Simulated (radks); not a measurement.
Charge is removed step by step from the 5s1/2 level of Hg3+, starting from [Xe] 4f14 5d9. Calculated with a radial shooting solver on a logarithmic mesh with Libxc functionals: Dirac Kohn-Sham, PBE, spin-unpolarised, spherical densities, point nucleus; open shells fill j = l - 1/2 first.

removed (e)  E - E(0) (eV)  eigenvalue (eV)  E minus straight line (eV)
0                    0.000          -151.98                       0.000
0.25                38.577          -156.65                      -1.783
0.5                 78.330          -161.39                      -2.390
0.75                119.28          -166.21                      -1.802
1                   161.44          -171.09                       0.000

Removing the whole electron costs 161.44 eV by Delta-SCF, against 151.98 eV from minus the eigenvalue at the starting occupation. Slater's transition state (half an electron removed) gives 161.39 eV. Integrating minus the eigenvalue over the occupation (Janak's theorem) gives 161.44 eV. The mean slope of the eigenvalue, de/dn, is 19.1 eV per electron.
